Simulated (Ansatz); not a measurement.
Basis-set extrapolation for C2H3F2NSi (`CC1=N[Si]1(F)F`) (PBE0-D4/def2-TZVP geometry, frozen core, Ansatz 0.2.0). Multiplicity 1, RHF reference.

```json
{"": "HF", "def2-TZVPP": "-619.988919", "def2-QZVPP": "-620.014030"}
{"": "MP2 correlation", "def2-TZVPP": "-1.120791", "def2-QZVPP": "-1.213117"}
{"": "CCSD(T) correlation", "def2-TZVPP": "-1.183435", "def2-QZVPP": "not run"}
```

Energies in hartree. Use E(X) = E(∞) + A·exp(−7.88·√X) for Hartree–Fock and E(X) = E(∞) + B·X^(−2.97) for correlation, with X = 3 and 4, and add CCSD(T) minus MP2 of the smaller set to the MP2 limit.

Task: What is the CCSD(T) energy at the basis-set limit?

Result: HF limit: -620.014030 + (-0.025111) × 0.13774 = -620.01749. MP2 limit: -1.213117 + (-0.092326) × 0.74074 = -1.28151. Higher-order term: -1.183435 − (-1.120791) = -0.06264. Total: -621.36164 hartree, 497.0 kJ/mol below CCSD(T)/def2-TZVPP.
